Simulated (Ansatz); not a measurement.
Reaction (isomerisation): `O[SiH2][CH2][GeH3]` → `C[SiH2][GeH2][OH]`

Program: Ansatz. Geometries: PBE0-D4/def2-TZVP. ΔE: electronic, gas phase. CCSD(T)/CBS adds triple-zeta CCSD(T) − MP2 to the extrapolated MP2 energy (def2 sets, frozen cores). DFT in def2-TZVPP. B3LYP here is the variant with VWN-RPA as its local correlation; programs differ in this. For Ge outer-core shells are correlated without core-valence functions, which leaves a few kJ/mol of doubt a bond. Scalar relativity is left out up to krypton. Each species was taken in one conformer, which may not be the lowest.

| level | ΔE (kJ/mol) |
| --- | --- |
| PBE-D4 | 34.0 |
| B3LYP-D4 | 45.1 |
| ωB97M-V | 53.4 |
| PBE | 33.3 |
| r2SCAN | 45.6 |
| PBE0 | 41.5 |
| MP2/def2-TZVPP | 59.2 |
| MP2/CBS(def2) | 60.9 |

Problem. What does CCSD(T)/CBS give? (An estimate is asked.)

Solution. The calculation gave: +55.4 kJ/mol. The listed levels differ from it by -21.4, -10.3, -2.0, -22.1, -9.8, -13.9, 3.8, 5.5 kJ/mol.

Largest T1 diagnostic among the species: 0.012.

From PBE to PBE0 (25 % exact exchange), in def2-TZVPP and without D4, ΔE moves by +8.2 kJ/mol.

CCSD(T)/CBS has its own doubt, a few kJ/mol and more with outer-core shells, so smaller differences from it don't rank the levels.
